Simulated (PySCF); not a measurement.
**`[SiH2]1C[Si@H]([AsH]C)O1`, C2H9AsOSi2**

Geometry:
```json
{"atom": "C1", "x (Å)": "2.811", "y (Å)": "-0.127", "z (Å)": "-0.669"}
{"atom": "As2", "x (Å)": "1.167", "y (Å)": "-1.172", "z (Å)": "-0.994"}
{"atom": "Si3", "x (Å)": "-0.293", "y (Å)": "0.432", "z (Å)": "-0.224"}
{"atom": "C4", "x (Å)": "-2.155", "y (Å)": "-0.030", "z (Å)": "-0.179"}
{"atom": "Si5", "x (Å)": "-1.874", "y (Å)": "-0.091", "z (Å)": "1.707"}
{"atom": "O6", "x (Å)": "-0.293", "y (Å)": "0.322", "z (Å)": "1.450"}
{"atom": "H7", "x (Å)": "2.735", "y (Å)": "0.885", "z (Å)": "-1.062"}
{"atom": "H8", "x (Å)": "2.978", "y (Å)": "-0.070", "z (Å)": "0.407"}
{"atom": "H9", "x (Å)": "3.676", "y (Å)": "-0.616", "z (Å)": "-1.120"}
{"atom": "H10", "x (Å)": "1.002", "y (Å)": "-0.702", "z (Å)": "-2.422"}
{"atom": "H11", "x (Å)": "-0.085", "y (Å)": "1.860", "z (Å)": "-0.511"}
{"atom": "H12", "x (Å)": "-2.844", "y (Å)": "0.729", "z (Å)": "-0.534"}
{"atom": "H13", "x (Å)": "-2.424", "y (Å)": "-0.971", "z (Å)": "-0.654"}
{"atom": "H14", "x (Å)": "-1.902", "y (Å)": "-1.415", "z (Å)": "2.310"}
{"atom": "H15", "x (Å)": "-2.503", "y (Å)": "0.973", "z (Å)": "2.473"}
```

Level of theory: PySCF, TDDFT LC-wPBE/def2-SVPD circular dichroism and optical rotation, one conformer, gas phase. Geometry: GFN2-xTB.

The molecule is flexible and this is one conformer; a measurement averages over conformers. The calculation is non-relativistic, which matters for the atoms heavier than Zn.

Question: Draw the ECD and absorption spectra from the lowest 12 states, each a Gaussian of half-width 0.25 eV at 1/e height.

Answer: 
```
E (eV)  λ (nm)  Δε (L mol⁻¹ cm⁻¹)  ε (L mol⁻¹ cm⁻¹)
  5.50     226              +0.51              25.2
  5.60     222              +2.16               106
  5.70     218              +6.61               326
  5.80     214             +14.71               726
  5.90     210             +23.77              1170
  6.00     207             +27.88              1390
  6.10     203             +23.69              1290
  6.20     200             +14.27              1330
  6.30     197              +4.74              2630
  6.40     194              -3.96              6480
  6.50     191             -14.87             13000
  6.60     188             -29.05             19500
  6.70     185             -39.39             22200
  6.80     182             -32.64             19900
  6.90     180              -3.52             15300
  7.00     177             +34.72             11500
  7.10     175             +60.10              9710
  7.20     172             +58.70              9120
  7.30     170             +31.50              9080
  7.40     168              -7.00              9550
  7.50     165             -36.45             10100
  7.60     163             -42.97              9690
  7.70     161             -26.71              7900
  7.80     159              -0.55              6030
  7.90     157             +16.97              5510
  8.00     155             +13.78              6240
  8.10     153              -4.36              6900
  8.20     151             -20.32              6420
```
Δε uses R in velocity form, ε uses f in length form. Only the states computed contribute, so the short-wavelength end is incomplete.
